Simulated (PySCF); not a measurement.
Job for PySCF: R-M06-2X/6-31G* on NH3 (SMILES N).

```python
from pyscf import gto, scf, dft, mp
from pyscf.data.elements import chemcore

mol = gto.M(
    atom='''
    N    -0.31427800    0.02623652    0.01268526
    H    -1.18799914    0.43655034   -0.29924487
    H     0.43631362    0.58911489   -0.37307976
    H    -0.24708554   -0.89372789   -0.40943434
    ''',
    basis='6-31g*',
    cart=True,
    charge=0, spin=0, verbose=3, max_memory=1800)
mf = dft.RKS(mol, xc='m062x')
mf.conv_tol = 1e-8
mf.max_cycle = 100
mf.kernel()
if not mf.converged:
    mf = mf.newton().run(mf.mo_coeff, mf.mo_occ)
```

It printed:

```
converged SCF energy = -56.5128805631885
```

The calculation finished and met its thresholds.

Cost: about 0.7 core-seconds (a rough figure).
